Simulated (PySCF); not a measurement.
C₆ coefficients of unlike pairs at PBE

Calculated with PySCF 2.14 from the dipole response of each species, C₆(A,B) = (3/π) ∫ α_A(iu) α_B(iu) du, in atomic units, from isotropic polarisabilities. For ions this is the dispersion term alone; charge-induced terms of lower order in 1/R come first.

| species | configuration | basis | relativity | α (bohr³) | C₆ (like pair) |
| --- | --- | --- | --- | --- | --- |
| I³⁺ | [Kr] 4d10 5s2 5p2 (3P) | def2-QZVPPD with the def2 core potential (28 electrons) (8s7p5d4f1g) | core potential | 10.03 | 56.79 |
| Ne²⁺ | [He] 2s2 2p4 (3P) | aug-cc-pVTZ-DK (5s4p3d2f) | spin-free X2C | 0.8733 | 1.117 |
| Sn³⁺ | [Kr] 4d10 5s1 (2S) | aug-cc-pV5Z-PP with ECP28MDF (8s8p6d4f3g2h) | core potential | 8.717 | 33.11 |
| Te²⁺ | [Kr] 4d10 5s2 5p2 (3P) | aug-cc-pwCVTZ-DK3 (10s9p7d4f1g) | spin-free X2C | 14.92 | 100.5 |

Problem. Estimate C₆ for Te²⁺ with Sn³⁺.

Solution. The integral gives 57.44. The combination rule 2 C_A C_B / (C_A α_B/α_A + C_B α_A/α_B) gives 57.68 and the geometric mean 57.68.

No spin-orbit coupling is included.

The other pairs:

| pair | C₆ |
| --- | --- |
| Te²⁺, I³⁺ | 75.18 |
| Ne²⁺, I³⁺ | 7.330 |
| Sn³⁺, I³⁺ | 43.17 |
| Te²⁺, Ne²⁺ | 9.360 |
| Sn³⁺, Ne²⁺ | 5.554 |
